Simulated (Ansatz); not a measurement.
Total energies of Cu₃F₄ from Ansatz at r2SCAN-D4/def2-TZVP, gas phase (1 Eh = 27.2114 eV = 2625.5 kJ/mol). The reference geometry is relaxed at r2SCAN-D4/def2-SVP.

| atom | x (Å) | y (Å) | z (Å) |
| --- | --- | --- | --- |
| Cu1 | 1.0511 | -1.0483 | 0.1462 |
| Cu2 | -0.7779 | 0.3725 | 1.1468 |
| Cu3 | -0.4243 | 0.3833 | -1.3159 |
| F4 | -1.9641 | 0.8271 | -0.2786 |
| F5 | 0.7244 | 1.2532 | 0.1100 |
| F6 | 0.9588 | -0.8847 | -1.7332 |
| F7 | 0.4319 | -0.9032 | 1.9248 |

```
                 state                       geometry  energy (Eh)
      charge 0 doublet                      reference  -5321.09144
      charge 1 triplet                      reference  -5320.75894
      charge 0 quartet  relaxed at r2SCAN-D4/def2-SVP  -5320.99426
free Cu atom (doublet)                              –  -1640.46806
 free F atom (doublet)                              –    -99.72763
```

Q: Work out the vertical ionisation energy to the triplet.

A: E(charge 1 triplet) − E(charge 0 doublet) = -5320.75894 − (-5321.09144) = 0.33250 Eh = 9.05 eV. For comparison, −ε of the highest occupied level of the spin that leaves is 5.87 eV at this level, 3.18 eV less.

Q: Which of the charge 0 states is lowest, and how far above it are the others?

A: The doublet. quartet: -5320.99426 − (-5321.09144) = 0.09718 Eh = 255.1 kJ/mol.

Q: What is the binding energy per atom against free atoms?

A: Atoms: 3 × (-1640.46806) + 4 × (-99.72763) = -5320.31470 Eh. Binding: -5320.31470 − (-5321.09144) = 0.77674 Eh = 21.14 eV, or 3.02 eV for each of 7 atoms (no zero-point energy, no counterpoise term).

At r2SCAN-D4/def2-TZVP the gap within one spin of the charge 0 doublet nearly closes, so an electron or hole may be smeared out by delocalisation error. At r2SCAN-D4/def2-TZVP the gap within one spin of the charge 1 triplet nearly closes, so an electron or hole may be smeared out by delocalisation error. 

The structure comes from a short search, and lower isomers may exist.
